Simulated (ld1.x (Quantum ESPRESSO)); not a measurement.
**An all-electron radial function and its pseudo partner (sulfur (S))**

Columns: radius, all-electron u(r) and pseudo u(r) of the 3s shell (level -17.25 eV) of sulfur in the configuration [Ne] 3s1.75 3p4.25; PBEsol, non-relativistic, ultrasoft scheme, ld1.x (Quantum ESPRESSO) 7.5.

```json
{"r (bohr)": "0.090", "all-electron": "0.1431", "pseudo": "0.0324"}
{"r (bohr)": "0.180", "all-electron": "-0.1803", "pseudo": "0.0678"}
{"r (bohr)": "0.270", "all-electron": "-0.3780", "pseudo": "0.1091"}
{"r (bohr)": "0.360", "all-electron": "-0.3981", "pseudo": "0.1581"}
{"r (bohr)": "0.450", "all-electron": "-0.2960", "pseudo": "0.2160"}
{"r (bohr)": "0.540", "all-electron": "-0.1308", "pseudo": "0.2826"}
{"r (bohr)": "0.630", "all-electron": "0.0554", "pseudo": "0.3568"}
{"r (bohr)": "0.720", "all-electron": "0.2363", "pseudo": "0.4360"}
{"r (bohr)": "0.810", "all-electron": "0.3979", "pseudo": "0.5173"}
{"r (bohr)": "0.900", "all-electron": "0.5337", "pseudo": "0.5966"}
{"r (bohr)": "0.990", "all-electron": "0.6425", "pseudo": "0.6701"}
{"r (bohr)": "1.080", "all-electron": "0.7248", "pseudo": "0.7337"}
{"r (bohr)": "1.170", "all-electron": "0.7827", "pseudo": "0.7842"}
{"r (bohr)": "1.260", "all-electron": "0.8191", "pseudo": "0.8191"}
{"r (bohr)": "1.350", "all-electron": "0.8372", "pseudo": "0.8372"}
{"r (bohr)": "1.440", "all-electron": "0.8402", "pseudo": "0.8402"}
{"r (bohr)": "1.530", "all-electron": "0.8309", "pseudo": "0.8309"}
{"r (bohr)": "1.620", "all-electron": "0.8121", "pseudo": "0.8121"}
{"r (bohr)": "1.710", "all-electron": "0.7862", "pseudo": "0.7862"}
{"r (bohr)": "1.800", "all-electron": "0.7549", "pseudo": "0.7549"}
{"r (bohr)": "1.890", "all-electron": "0.7200", "pseudo": "0.7200"}
{"r (bohr)": "1.980", "all-electron": "0.6828", "pseudo": "0.6828"}
{"r (bohr)": "2.070", "all-electron": "0.6444", "pseudo": "0.6444"}
{"r (bohr)": "2.160", "all-electron": "0.6055", "pseudo": "0.6055"}
{"r (bohr)": "2.250", "all-electron": "0.5669", "pseudo": "0.5669"}
{"r (bohr)": "2.340", "all-electron": "0.5291", "pseudo": "0.5291"}
```

Q: How many radial nodes do the two functions have?

A: The all-electron 3s function has n − l − 1 = 2; the pseudo-wave has 0, since the states of the same l below it are removed with the core.

Q: At about which radius was the pseudo-wave matched?

A: 1.30 bohr, where the columns begin to agree (steps of 0.09 bohr).

Q: Is the pseudo-wave norm-conserving?

A: No, it belongs to an ultrasoft set: the norm inside the radius is not constrained, and the difference is carried by the augmentation charge.
